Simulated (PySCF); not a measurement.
## Two-component Hartree-Fock for Tm²⁺ (thulium, charge +2)

Start: [Xe] 4f13; 4f5/2 filled at m_j = -5/2, -3/2, -1/2, +1/2, +3/2, +5/2; 4f7/2 filled at m_j = -5/2, -3/2, -1/2, +1/2, +3/2, +5/2, +7/2. Calculated with PySCF 2.14 in x2c-TZVPall-2c: generalised Hartree-Fock with the X2C-1e Hamiltonian and a Gaussian nucleus; one run each with spin-orbit coupling (SO) switched off, then screened by Boettger's factors.

| spinor shell | electrons | ε, spin-free (eV) | ε, screened SO (eV) | weight of nominal j (screened SO) | rms radius, screened SO (bohr) |
| --- | --- | --- | --- | --- | --- |
| 1s1/2 | 2 | -59707.1 | -59693.0 | 1.000 | 0.0227 |
| 2s1/2 | 2 | -10215.7 | -10211.4 | 1.000 | 0.0917 |
| 2p1/2 | 2 | -9019.4 | -9714.9 | 1.000 | 0.0783 |
| 2p3/2 | 4 | -9019.4 | -8729.4 | 1.000 | 0.0852 |
| 3s1/2 | 2 | -2362.2 | -2360.9 | 1.000 | 0.235 |
| 3p1/2 | 2 | -1993.1 | -2142.5 | 1.000 | 0.227 |
| 3p3/2 | 4 | -1993.1 | -1930.0 | 1.000 | 0.241 |
| 3d3/2 | 4 | -1534.4 | -1561.7 | 1.000 | 0.214 |
| 3d5/2 | 6 | -1534.4 | -1515.2 | 1.000 | 0.218 |
| 4s1/2 | 2 | -503.65 | -503.31 | 1.000 | 0.530 |
| 4p1/2 | 2 | -379.96 | -414.41 | 0.999 | 0.542 |
| 4p3/2 | 4 | -379.96 | -365.38 | 1.000 | 0.574 |
| 4d3/2 | 4 | -212.48 | -218.77 | 0.993 | 0.612 |
| 4d5/2 | 6 | -212.48 | -208.08 | 0.996 | 0.624 |
| 5s1/2 | 2 | -78.672 | -78.632 | 1.000 | 1.34 |
| 5p1/2 | 2 | -47.443 | -51.924 | 0.992 | 1.50 |
| 5p3/2 | 4 | -47.443 | -45.581 | 0.996 | 1.62 |
| 4f5/2 | 6 | -27.838 | -28.950 | 0.945 | 0.868 |
| 4f7/2 | 7 | -27.838 | -26.790 | 0.953 | 0.894 |

```tsv
quantity	spin-free	screened SO
E (hartree)	-13556.66479	-13568.64404
M_J	7/2	7/2
⟨J²⟩	15.760	15.760
⟨L²⟩	12.009	12.108
⟨S²⟩	0.751	0.849
```

Each row is a mean over spinors that exchange with the open shell spreads, by up to 9.468 eV (4d5/2).

Breit and QED terms are absent; they matter most for the inner s and p1/2 levels.

Densities and radii are taken from the X2C orbitals without a picture-change correction, which distorts them close to the nucleus.

Without spin-orbit coupling the j labels of p, d and f shells carry no meaning; the spin-free column gives the mean over the occupied spinors of each nl shell.
